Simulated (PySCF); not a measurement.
Radial density of Li⁺ (lithium, charge +1)

M06-2X, 1s2, closed-shell 1S. Calculation: PySCF 2.14, in jorge-DZP-DKH (4s2p1d, 15 functions); scalar relativity by spin-free X2C-1e.

```json
{"r (bohr)": "0.00703", "4πr²ρ (e/bohr)": "0.008021"}
{"r (bohr)": "0.0118", "4πr²ρ (e/bohr)": "0.02228"}
{"r (bohr)": "0.0199", "4πr²ρ (e/bohr)": "0.06029"}
{"r (bohr)": "0.0335", "4πr²ρ (e/bohr)": "0.1564"}
{"r (bohr)": "0.0563", "4πr²ρ (e/bohr)": "0.3866"}
{"r (bohr)": "0.0946", "4πr²ρ (e/bohr)": "0.8711"}
{"r (bohr)": "0.159", "4πr²ρ (e/bohr)": "1.696"}
{"r (bohr)": "0.268", "4πr²ρ (e/bohr)": "2.586"}
{"r (bohr)": "0.450", "4πr²ρ (e/bohr)": "2.678"}
{"r (bohr)": "0.758", "4πr²ρ (e/bohr)": "1.504"}
{"r (bohr)": "1.27", "4πr²ρ (e/bohr)": "0.3144"}
{"r (bohr)": "2.14", "4πr²ρ (e/bohr)": "0.01337"}
{"r (bohr)": "3.60", "4πr²ρ (e/bohr)": "6.427e-05"}
```

Densities and radii are taken from the X2C orbitals without a picture-change correction, which distorts them close to the nucleus.
